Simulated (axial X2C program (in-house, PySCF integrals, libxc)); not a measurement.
## Potential curves of ZrC, two-component

Calculated with an axial X2C code built on PySCF integrals. Two-component (2c) means X2C with spin–orbit coupling and atomic mean-field two-electron Coulomb and Gaunt terms. Basis: Zr dyall-cv3z [11s12p9d6f3g], C dyall-v3z [7s6p2d1f] (cores contracted in-house); Gaussian nuclei, density fitting, unrestricted open shells. Masses: Zr 89.905 u, C 12.000 u.

State: Ω = 1 (⟨Sz⟩ = 1.00, ⟨Lz⟩ = 0.00 at M06). Energies in eV from the lowest point of each curve. Fits are polynomials in 1 − R0/R over 0.85 to 1.23 times the lowest point R0.

| R (Å) | M06 | PBE0 |
| --- | --- | --- |
| 1.5460 | 1.3400 | 1.3009 |
| 1.6171 | 0.5949 | 0.5605 |
| 1.6704 | 0.2553 | 0.2285 |
| 1.7237 | 0.0662 | 0.0510 |
| 1.7770 | 0.0000 | 0.0000 |
| 1.8392 | 0.0459 | 0.0688 |
| 1.9014 | 0.1931 | 0.2452 |
| 1.9814 | 0.4854 | 0.5874 |
| 2.0791 | 0.9230 | 1.1083 |
| 2.2212 | 1.5534 | 1.8249 |

Occupations by symmetry block were frozen at the best pattern of an incomplete PBE0 search. Density functionals use the spin component along the axis (collinear). PBE0 can misorder states that lie within some tenths of an eV, so this need not be the ground state of the molecule. The nearest other 2c determinant of the search, Ω = 0, lies 0.37 eV up at the distance of the search. With several unpaired electrons one determinant need not be a pure state. Open-shell Ω = 0 determinants with evenly filled partner blocks cannot be reached by this program, so the Ω shown need not be the lowest component. The determinant is spin-polarised beyond a pure state at some levels (its spin-free form has ⟨S²⟩ too high), which makes Re and μ there less reliable.

Task: Fit the M06 curve near its minimum: give the equilibrium distance and the harmonic wavenumber.

Result: At M06, 2c: Re = 1.784 Å, ωe ≈ 929 cm⁻¹; Be follows as 0.5 cm⁻¹.

Task: What are Re and ωe at the PBE0 level?

Result: At PBE0, 2c: Re = 1.775 Å, ωe ≈ 965 cm⁻¹; Be follows as 0.505 cm⁻¹.
